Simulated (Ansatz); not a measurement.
`F[SiH](Cl)Cl` + `C[Si](F)(F)C#N` → `N#C[SiH](F)Cl` + `C[Si](F)(F)Cl` at 700 K and 1 bar (redistribution).

Gas-phase electronic energies from Ansatz, PBE0-D4/def2-TZVP geometries. CBS: MP2 limit from def2 TZ/QZ plus the TZ coupled-cluster correction, frozen cores.

```csv
species,CCSD(T)/CBS energy (Eh),H − E (kJ/mol),S (J/(mol·K))
`F[SiH](Cl)Cl`,-1309.19911,90.0,382.9
`C[Si](F)(F)C#N`,-621.42890,212.2,465.2
`N#C[SiH](F)Cl`,-942.11148,116.5,411.2
`C[Si](F)(F)Cl`,-988.51588,185.8,435.9
```

H − E and S are ideal-gas, rigid-rotor, harmonic terms from PBE0-D4/def2-TZVP, for one conformer and one mirror image of each species. 1 Eh = 2625.50 kJ/mol, R = 8.31446 J/(mol·K).

Task: By hand: ΔE, ΔH, ΔS and ΔG.

Result: ΔE = (-942.11148) + (-988.51588) − (-1309.19911) − (-621.42890) = 0.00065 Eh = 1.7 kJ/mol. Δ(H − E) = 116.5 + 185.8 − 90.0 − 212.2 = 0.1, so ΔH = 1.8 kJ/mol. ΔS = 411.2 + 435.9 − 382.9 − 465.2 = -1.0 J/(mol·K). ΔG = 1.8 − 700 × (-1.0)/1000 = 2.5 kJ/mol.

Task: By hand: the equilibrium constant, and the temperature at which ΔG would vanish if ΔH and ΔS stayed fixed.

Result: log₁₀ K = −ΔG/(RT ln 10) = -0.2. ΔH and −TΔS have one sign here, so there is no such temperature.

TΔS isn't small against ΔH here. The sign of ΔG lies within the doubt. A doubt of 5 kJ/mol in ΔE shifts log₁₀ K by 0.4 here. Other conformers and mirror images would add mixing entropy, several J/(mol·K) or more a flexible species. These are equilibria of isolated gas molecules and say nothing of rates. Largest T1 diagnostic: 0.012 (customary marks: 0.02 for closed shells, 0.045 for open ones).

ΔS is within the doubt of such terms, so its sign, and with it that verdict, could turn.
